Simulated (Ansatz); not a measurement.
Ideal-gas functions of H₄NO₂STa (`[NH2][Ta]([OH])([OH])=[S]`) at 600 K and 1 bar, from an Ansatz frequency run at PBE0-D4/def2-TZVP.

Molar mass 263.05 g/mol, point group Cs (symmetry number 1), electronic degeneracy 1, moments of inertia 174.463, 254.408, 258.615 u Å². Harmonic wavenumbers (cm⁻¹, unscaled): 153, 158, 189, 195, 208, 283, 296, 304, 445, 492, 506, 532, 601, 683, 709, 716, 1539, 3576, 3677, 3932, 3935.

Use S(trans) = R[1.5 ln M + 2.5 ln T − 1.1517]; rotational temperatures θ = 24.2544 K / I; S(rot) = R[ln(√π/σ · √(T³/θAθBθC)) + 1.5]; for each mode x = 1.438777 ν̃/T, S = R[x/(eˣ − 1) − ln(1 − e⁻ˣ)] and H = RT x/(eˣ − 1); 1 cm⁻¹ = 0.0119627 kJ/mol; R = 8.31446 J/(mol·K).

Problem. By hand: the entropy, in J/(mol·K).

Solution. Translation 192.9. Rotation: θ = 0.139, 0.0953, 0.0938 K, giving 124.8. Vibration, mode by mode: 16.70, 16.43, 14.97, 14.71, 14.18, 11.70, 11.34, 11.12, 8.16, 7.41, 7.20, 6.83, 5.96, 5.08, 4.84, 4.77, 1.00, 0.02, 0.01, 0.01, 0.01, in all 162.4. Electronic 0.0. Sum 480.1 J/(mol·K).

Problem. By hand: H − E and G − E in kJ/mol, counted from the electronic energy.

Solution. Zero-point energy ½ × 23129 × 0.0119627 = 138.3; thermal vibration 49.1; translation, rotation and pV give 4 RT = 20.0. H − E = 207.4 kJ/mol, and G − E = 207.4 − 600 × 480.1/1000 = -80.7 kJ/mol.

Vibration gives 34 % of the entropy. The sum counts one conformer and one mirror image; others add a mixing term.
